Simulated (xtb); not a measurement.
Species: C$_{2}$H$_{4}$OS, SMILES `C=C(O)S` (charge 0, multiplicity 1).

**Question.** Give a relaxed geometry from GFN2-xTB (xtb).

**Answer.** One answer among several that fit: the end point of this relaxation, one of several conformers (outside a Z-matrix the atoms follow the SMILES, hydrogens last).
Z-matrix (Å, degrees):
```
C
C 1 1.3267
O 1 1.3523 2 125.70
H 3 0.9649 1 110.21 2 0.00
H 2 1.0720 1 122.07 3 -180.00
H 2 1.0767 5 117.14 1 -180.00
S 1 1.7682 2 124.67 5 0.00
H 7 1.3310 1 95.27 2 0.00
```
